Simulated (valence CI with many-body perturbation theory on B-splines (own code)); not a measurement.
The numbers below are computed, except where a source is named.
From CI to CI+MBPT in Os³⁶⁺

Method: relativistic CI+MBPT: four valence electrons over a frozen Dirac-Fock core [Kr], radial functions for each j: 9 s, 9 p, 10 d, 8 f, 5 g, 3 h, 1 i, with the one-electron correlation potential Σ1, the two-electron term Σ2, the three-electron term Σ3, Breit, model QED; selected CI, second order for the rest (own B-spline code, finite nucleus).

The last digits are not significant, and no measured levels were compared; by estimate large intervals hold to a few tenths of a per cent, small ones and those within an open d or f shell to about a per cent. Only levels of the ground parity were solved; by the run's estimate the other parity begins above the list, which can be wrong where configurations are misplaced.

Each rung adds one term. CI alone is the Dirac-Coulomb CI over the frozen core; QED comes last and gives the full result, which names the levels. Energies are above (4d3/2^4) J=0 on the same rung, in eV.

Levels are named by their leading jj configuration (3d3/2^4 stands for four electrons in 3d with j = 3/2), which in mixed levels can hold well under half, so a name can repeat and another be missing. Letters in brackets count levels of one name in rising energy.

| Level | CI alone |
| --- | --- |
| (4d3/2^3 4d5/2) J=1 | 17.312 |
| (4d3/2^3 4d5/2) J=4 | 23.050 |
| (4d3/2^3 4d5/2) J=2 | 23.192 |
| (4d3/2^3 4d5/2) J=3 | 24.834 |
| (4d3/2^2 4d5/2^2) J=0 [a] | 38.365 |
| (4d3/2^2 4d5/2^2) J=2 [a] | 39.088 |
| (4d3/2^2 4d5/2^2) J=4 [a] | 40.084 |
| (4d3/2^2 4d5/2^2) J=3 [a] | 40.623 |
| (4d3/2^2 4d5/2^2) J=5 | 42.961 |
| (4d3/2^2 4d5/2^2) J=1 | 43.878 |
| (4d3/2^2 4d5/2^2) J=6 | 44.629 |
| (4d3/2^2 4d5/2^2) J=3 [b] | 45.936 |
| (4d3/2^2 4d5/2^2) J=4 [b] | 46.307 |
| (4d3/2^2 4d5/2^2) J=2 [b] | 46.525 |
| (4d3/2^2 4d5/2^2) J=2 [c] | 51.153 |
| (4d3/2^2 4d5/2^2) J=4 [c] | 53.396 |

What do these energies become with core correlation, Breit and QED?

(4d3/2^3 4d5/2) J=1 17.169 (-0.1430); (4d3/2^3 4d5/2) J=4 22.294 (-0.7553); (4d3/2^3 4d5/2) J=2 22.700 (-0.4922); (4d3/2^3 4d5/2) J=3 24.140 (-0.6937); (4d3/2^2 4d5/2^2) J=0 [a] 38.002 (-0.3631); (4d3/2^2 4d5/2^2) J=2 [a] 38.547 (-0.5413); (4d3/2^2 4d5/2^2) J=4 [a] 39.314 (-0.7704); (4d3/2^2 4d5/2^2) J=3 [a] 39.834 (-0.7892); (4d3/2^2 4d5/2^2) J=5 41.784 (-1.1767); (4d3/2^2 4d5/2^2) J=1 43.143 (-0.7348); (4d3/2^2 4d5/2^2) J=6 43.223 (-1.4063); (4d3/2^2 4d5/2^2) J=3 [b] 44.802 (-1.1339); (4d3/2^2 4d5/2^2) J=4 [b] 45.030 (-1.2777); (4d3/2^2 4d5/2^2) J=2 [b] 45.502 (-1.0226); (4d3/2^2 4d5/2^2) J=2 [c] 50.440 (-0.7134); (4d3/2^2 4d5/2^2) J=4 [c] 52.104 (-1.2923).

How does the ionisation energy move along the ladder, and which term matters most?

CI alone 1602.8, + Σ1 1605.6, + Σ2 1608.0, + Σ3 1608.0, + Breit 1606.9, + QED 1607.0 eV. The largest step is Σ1, 2.8 eV. NIST lists 1606 ± 5 eV (theoretical).
